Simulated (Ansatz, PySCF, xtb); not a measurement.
Pair of molecules: C2H2 (SMILES C#C) (first 4 atoms) with CH2O2 (SMILES O=CO); geometry from B3LYP-D3(BJ)/def2-TZVP, rigid monomers moved along the line of their centres of mass till C2···H9 is 2.55 Å.
(charge 0, multiplicity 1):
```csv
atom,x (Å),y (Å),z (Å)
C,0.5798,0.2071,-0.0879
C,-0.1733,-0.5544,0.4503
H,1.2433,0.8742,-0.5832
H,-0.8312,-1.2112,0.9704
O,-1.0326,-0.9505,3.8524
C,-0.3424,-0.0879,4.3244
O,0.4727,0.7206,3.6425
H,-0.2939,0.1489,5.3955
H,0.4195,0.4987,2.6905
```

Counterpoise-corrected where a basis set is named; no monomer relaxation.

Codes used: Ansatz (Gaussian basis) for Hartree–Fock, density functionals and correlated methods; PySCF for the dispersion terms; xtb for the GFN methods. Each number belongs to the level named beside it.

Problem. One of these levels gives -4.69 kcal/mol for the interaction energy. Which?
(A) PBE-D4/def2-TZVPPD
(B) r2SCAN/def2-TZVPPD
(C) GFN-FF
(D) PBE/def2-TZVPPD

Solution. A, PBE-D4/def2-TZVPPD. The others give -2.94 (GFN-FF), -3.83 (PBE/def2-TZVPPD), -4.30 (r2SCAN/def2-TZVPPD)

Ansatz is an electronic-structure program.
